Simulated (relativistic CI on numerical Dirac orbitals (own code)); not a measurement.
## Tc³⁺: L2,3 absorption edge

Computed with this model: Dirac-Coulomb-Breit CI, separate exchange-only KLI orbitals for each configuration, model QED, valence Slater integrals scaled by 0.8, multiplet model of core-to-valence dipole absorption; configurations [Kr] 4d4 → [He] 2s2 2p5 3s2 3p6 3d10 4s2 4p6 4d5; 80 K; Lorentzian 0.96 eV and Gaussian 0.5 eV FWHM. Energies are those of the free ion, without screening or charge transfer. The branching ratio is the share of the lower-energy edge in the whole absorption, uncertain by about 0.02 where the edges overlap. S is read from ⟨S²⟩ = S(S + 1).

Field parameters in Wybourne normalisation: Oh B⁴₀ = 21Dq, B⁴₄ = √(5/14) B⁴₀. The field is a parameter set, without covalency.

free ion: ground-state S = 1.98, centroid 2704.60 eV, branching ratio 0.806. Peaks (eV, height): 2679.7 (38), 2681.9 (100), 2799.0 (26), 2800.2 (16).

Oh, 10Dq = 6000 cm⁻¹: ground-state S = 1.98, centroid 2711.23 eV, branching ratio 0.749. Peaks (eV, height): 2680.0 (30), 2682.0 (100), 2796.1 (11), 2798.8 (30).

Oh, 10Dq = 13500 cm⁻¹: ground-state S = 1.85, centroid 2707.37 eV, branching ratio 0.782. Peaks (eV, height): 2681.7 (100), 2796.8 (16), 2798.0 (21), 2799.2 (18), 2800.9 (8).

Oh, 10Dq = 21000 cm⁻¹: ground-state S = 1.07, centroid 2705.74 eV, branching ratio 0.796. Peaks (eV, height): 2680.3 (50), 2682.1 (100), 2798.3 (25).

Oh, 10Dq = 28550 cm⁻¹: ground-state S = 1.01, centroid 2708.54 eV, branching ratio 0.774. Peaks (eV, height): 2679.9 (60), 2682.7 (100), 2684.1 (46), 2797.1 (16), 2799.0 (31).

Oh, 10Dq = 36050 cm⁻¹: ground-state S = 1.00, centroid 2709.75 eV, branching ratio 0.766. Peaks (eV, height): 2679.5 (66), 2683.2 (100), 2684.7 (46), 2796.7 (15), 2799.6 (34), 2801.5 (11).

The statistical ratio of this edge is 2/3 = 0.667. Values above it arise where the holes sit mainly in the j = l + 1/2 valence subshell or the ground state has high spin; values below it where core-valence Coulomb terms move weight to the upper edge, as in nearly empty shells. At deep edges of heavy elements the radial integrals of the two core levels differ, which raises the baseline.

Strongest unbroadened transitions for Oh, 10Dq = 36050 cm⁻¹:

```csv
Energy (eV),Relative strength
2679.50,100.0
2680.11,11.7
2682.49,13.6
2682.53,14.0
2682.92,41.3
2683.11,42.3
2683.23,6.0
2683.28,4.7
2683.53,68.8
2684.76,10.8
2684.87,31.7
2685.16,9.7
2796.68,23.1
2799.23,25.4
2799.63,14.7
2799.88,13.6
2800.32,17.6
2801.82,7.1
```
